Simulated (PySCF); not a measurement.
From one molecule to another.

First species: C8H9N.
SMILES: `CC(=C)c1ccccn1`

Second species: C8H9N.
Geometry (GFN2-xTB, Å), atoms numbered from 1 in this order:
```
atom  x, y, z in Å
C1    -2.3695   -1.0189   -0.6278
C2    -1.5412   -0.4663    0.5094
C3    -0.9247    0.9145    0.4022
C4    -1.1708    2.2615    0.3989
N5    -1.3851    3.3933    0.3945
C6    -0.1052   -0.1188    0.3119
C7     1.2278   -0.6174    0.1279
C8     2.3878    0.1809    0.6879
C9     2.1712    0.1439   -0.7818
H10   -2.3214   -2.1072   -0.6360
H11   -3.4123   -0.7253   -0.5185
H12   -2.0045   -0.6469   -1.5834
H13   -1.8659   -0.8027    1.4927
H14    1.3134   -1.6973    0.1436
H15    2.1508    1.0923    1.2157
H16    3.2123   -0.3742    1.1086
H17    2.8435   -0.4352   -1.3961
H18    1.7850    1.0302   -1.2615
```

Levels: PBE0/pcSseg-1 for dipole moment, HOMO energy, LUMO energy and HOMO–LUMO gap; GFN2-xTB for rotational constant A and rotational constant C. Geometries: GFN2-xTB. Each species is one conformer at its optimised geometry, gas phase, non-relativistic unless stated; the electronic structure was computed with PySCF and density fitting.

Dipoles, sizes and rotational constants follow the conformer. The torsions of the flexible species, by atom-mapped SMILES:
- `[CH2:1]=[C:2]([CH3:3])[c:4]1[cH:5][cH:6][cH:7][cH:8][n:9]1`: C1–C2–C4–C5 5°
- `[CH3:1][C@@H:2]1[C:3]([C:4]#[N:5])=[C:6]1[CH:7]1[CH2:8][CH2:9]1`: C3–C6–C7–C8 34°

(1) Which of the two has the higher rotational constant C, and by how much?

(2) Which has the higher LUMO energy?

(3) Which has the higher rotational constant A?

(4) Which of the two has the higher dipole moment, and by how much?

(5) Which has the higher HOMO–LUMO gap?

(6) Which has the higher HOMO energy?

Answers

(1) The first: 0.964 GHz against 0.867 GHz, a difference of 0.097 GHz.

(2) The first: -1.23 eV against -1.45 eV, a difference of 0.22 eV.

(3) The first: 3.700 GHz against 1.993 GHz, a difference of 1.707 GHz.

(4) The second: 5.15 D against 1.74 D, a difference of 3.41 D.

(5) The second: 5.61 eV against 5.55 eV, a difference of 0.06 eV.

(6) The first: -6.78 eV against -7.06 eV, a difference of 0.28 eV.

On the first: In atomic units the dipole is 0.69 e·bohr (1 au = 2.5417 D).

On the second: The dipole equals about 17.2 × 10⁻³⁰ C·m (1 D = 3.33564 × 10⁻³⁰ C·m). A dipole of 5.15 D is allowed in C1, and pure rotational transitions are dipole-allowed.
